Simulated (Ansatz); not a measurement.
`CBCCCl` + H₂ → `CCl` + `CBC` at 298.15 K and 1 bar (hydrogenolysis of a C–C bond).

Calculated with Ansatz (gas phase, PBE0-D4/def2-TZVP geometries, no zero-point term in ΔE). CBS: MP2 limit from def2 TZ/QZ plus the TZ coupled-cluster correction, frozen cores. This one scheme is used for every species. One conformer a species, not always the lowest.

```tsv
species	CCSD(T)/CBS energy (Eh)	H − E (kJ/mol)	S (J/(mol·K))
`CBCCCl`	-603.54862	297.7	354.8
H₂	-1.17544	35.1	130.4
`CCl`	-499.63220	109.7	234.1
`CBC`	-105.11307	238.0	286.3
```

H − E and S are ideal-gas, rigid-rotor, harmonic terms from PBE0-D4/def2-TZVP, for one conformer and one mirror image of each species. For small species the MP2-based limit differs from directly extrapolated CCSD(T) by up to some mEh (0.8 for H₂); such offsets cancel only in part. 1 Eh = 2625.50 kJ/mol, R = 8.31446 J/(mol·K).

**Question.** By hand: ΔE, ΔH, ΔS and ΔG.

**Answer.** ΔE = (-499.63220) + (-105.11307) − (-603.54862) − (-1.17544) = -0.02121 Eh = -55.7 kJ/mol. Δ(H − E) = 109.7 + 238.0 − 297.7 − 35.1 = 14.9, so ΔH = -40.8 kJ/mol. ΔS = 234.1 + 286.3 − 354.8 − 130.4 = 35.2 J/(mol·K). ΔG = -40.8 − 298.15 × (35.2)/1000 = -51.3 kJ/mol.

**Question.** By hand: the equilibrium constant, and the temperature at which ΔG would vanish if ΔH and ΔS stayed fixed.

**Answer.** log₁₀ K = −ΔG/(RT ln 10) = 9.0. ΔH and −TΔS have one sign here, so there is no such temperature.

ΔH outweighs TΔS. A doubt of 5 kJ/mol in ΔE shifts log₁₀ K by 0.9 here. Other conformers and mirror images would add mixing entropy, several J/(mol·K) or more a flexible species. Modes under 60 cm⁻¹, often nearly free rotors, make the harmonic entropy too high. These are equilibria of isolated gas molecules and say nothing of rates. Largest T1 diagnostic: 0.009 (customary marks: 0.02 for closed shells, 0.045 for open ones).
